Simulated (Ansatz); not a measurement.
The same path of FH$_{4}$SSbSi (8 atoms, charge 0, multiplicity 1) was run twice with different band settings. The coordinate that changes most is the height of Sb2 over the plane of its neighbours.

These are results of RKS PBE/def2-SVP (Ansatz 0.2.0), not measurements.

Relaxed end points:

```xyz
8
Properties=species:S:1:pos:R:3
F -2.458 0.713 -0.860
Sb -1.523 1.607 0.624
S -0.380 -0.325 1.641
Si 0.921 -0.905 0.002
H -0.145 2.018 -0.381
H 0.140 -1.044 -1.273
H 1.519 -2.228 0.389
H 2.018 0.106 -0.197
```

```xyz
8
Properties=species:S:1:pos:R:3
F -0.057 2.620 0.598
Sb -1.667 1.490 0.534
S -0.749 -0.622 1.417
Si 0.729 -1.054 -0.115
H -1.386 1.027 -1.133
H 0.065 -1.432 -1.412
H 1.533 -2.217 0.396
H 1.623 0.131 -0.340
```

Common settings: movable images 5; climbing image yes; optimiser quadratic models (default); start path IDPP; force threshold 0.05 eV/Å; iteration limit 60; end points relaxed.

| run | spring |
| --- | --- |
| 1 | 5.0 eV/Å² |
| 2 | 2.0 to 10.0 eV/Å², energy-weighted |

(1) What does each run give, and how far can it be trusted?

Results:

(1) Run 1: converged after 10 iterations, highest image 1.263 eV above the first end. A vibrational analysis at the climbing image gives one clearly imaginary mode, 179i cm⁻¹: a first-order saddle point.
Run 2: converged after 8 iterations, highest image 1.263 eV above the first end. Another band between the same ends (5 images) ends at a top of the same energy, where a vibrational analysis finds 1 clearly imaginary mode.
